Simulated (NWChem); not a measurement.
Molecule: Si$_{2}$H$_{3}$F, singlet; SMILES F[Si][SiH3]

Low-valent species are run as closed-shell singlets; no triplet was tried in these runs.

Question: Give the equilibrium geometry at PBE-D3(BJ)/def2-SVP (NWChem) as an XYZ file, with the point group.

Answer: point group Cs; any orientation.
```
6

Si     0.4533    -0.9099    -0.5251
F     -0.5537    -1.4629     0.6752
Si    -0.0862     1.4492    -0.1232
H      0.2530     1.8017     1.3071
H     -1.5739     1.6565    -0.2923
H      0.6320     2.4166    -1.0312
```
